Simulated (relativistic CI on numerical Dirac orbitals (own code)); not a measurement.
Method of calculation: Dirac-Coulomb-Breit CI, KLI orbitals optimised for each configuration, model QED (radiative potential, 1s self-energy scaled to tabulated hydrogen-like ionisation energies), valence Slater integrals scaled by 0.85, P86 correlation estimate, and configurations built on the next ion tied to the tabulated ionisation energy (semi-empirical) (own radial code, finite nucleus).

Configuration list (outside the closed core [Kr]): 4d², 4d5s, 4d5p, 4d5d, 4d6s, 4d4f, 4d5f, 5s², 5s5p, 4d6p, 4f², 5p², 4d6d, 4d5g, 5s6s, 4d6f, 4d6g, 4f5s, 5p6s, 4f5p. Levels of other configurations are missing.

Configurations that consist of the next ion and one excited electron were tied to the tabulated ionisation energy; Rydberg ones are usually within 1,000 to 3,000 cm⁻¹ and the lowest ones within about 6,000 (9,000 in d shells), while levels on excited terms of the next ion carry the error of that term, and the other configurations can be misplaced by 10,000 cm⁻¹ or more. Rates follow the energies as ν³ (E1, M1) or ν⁵ (E2), so rates, branching and lifetimes can be off by large factors. The fine structure of a lone outer electron comes out too small, for d and f at times inverted, and misplaced configurations move strength between like terms. 26 of the 26 excited levels that our extract of the measured tables holds in this range could be paired (the sources list more); they are missed by 1908 cm⁻¹ on average and 3768 at most, and levels without a partner can miss by more.

Outline of the computed level scheme of Zr III. Lowest level of each configuration: 4d² ³F2 at 0.0000 eV; 4d5s ³D1 at 2.7423 eV; 5s² ¹S0 at 6.4322 eV; 4d5p ¹D°2 at 6.9882 eV; 5s5p ³P°0 at 10.0382 eV; 4d5d ¹F3 at 12.9584 eV; 4d6s ³D1 at 13.2187 eV.

Some strong electric-dipole decays among the lowest 45 levels: 4d5d ³G5 → 4d5p ³F°4 (1.1e+09 s⁻¹); 4d5d ³G4 → 4d5p ³F°3 (9.0e+08 s⁻¹); 4d5p ¹F°3 → 4d² ¹G4 (8.1e+08 s⁻¹); 4d5p ³D°1 → 4d² ³F2 (6.8e+08 s⁻¹); 4d5d ¹F3 → 4d5p ¹D°2 (6.8e+08 s⁻¹); 4d5d ³F3 → 4d5p ³D°2 (6.7e+08 s⁻¹); 4d5p ³D°3 → 4d² ³F4 (6.6e+08 s⁻¹); 4d5p ³D°2 → 4d² ³F3 (6.5e+08 s⁻¹).

Rates of lines that live on the mixing of spin multiplicities can be off by large factors.
